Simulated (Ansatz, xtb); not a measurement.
## Redistribution: C2H4F2 + CH2I2 → C2H4FI + CH2FI

Species: C2H4F2 (1,1-difluoroethane) `CC(F)F`, singlet; CH2I2 (diiodomethane) `ICI`, singlet; C2H4FI `CC(F)I`, singlet; CH2FI (fluoroiodomethane) `FCI`, singlet. The partners trade F for I; both sit on C, so the bond types are kept.

Shapes, held fixed at every level: PBE0-D4/def2-TZVP. Programs: Ansatz 0.2.0, xtb 6.7.1. The zero-point and thermal change to 298 K, harmonic and unscaled (PBE0-D4/def2-TZVP), is +0.4 kJ/mol.

```csv
level,kind,ΔH(298 K) (kJ/mol),less CCSD(T)/def2-TZVPP,CPU time (sum over the molecules)
GFN1-xTB,semi-empirical,+13.9,-34.3,0.2 s
HF/def2-TZVPP,Hartree–Fock,+53.0,+4.8,–
SPW92/def2-TZVPP,LDA,+37.5,-10.7,8.2 s
r2SCAN-D4/def2-TZVPP,meta-GGA,+38.4,-9.8,30 s
BHLYP-D4/def2-TZVPP,global hybrid,+48.1,-0.1,23 s
PBE0-D4/def2-TZVPP,global hybrid,+42.1,-6.1,19 s
wB97M-V/def2-TZVPP,range-separated hybrid,+45.2,-3.0,71 s
CCSD(T)/def2-SVP,coupled cluster or CI,+54.3,+6.1,29 s
CCSD(T)/def2-TZVPP,coupled cluster or CI,+48.2,0.0,9.4 min
```

The highest level, CCSD(T)/def2-TZVPP, gives ΔH(298 K) = +48.2 kJ/mol; the levels span +13.9 to +54.3. The column of differences is taken from that level and isn't an error. No measured value is set beside it here. For atoms past krypton def2 sets carry core potentials with scalar relativity. Outer-core shells of I are correlated in most correlated rows, in sets that cover them unevenly. Times are processor times on shared x86 and Arm servers, and rough.
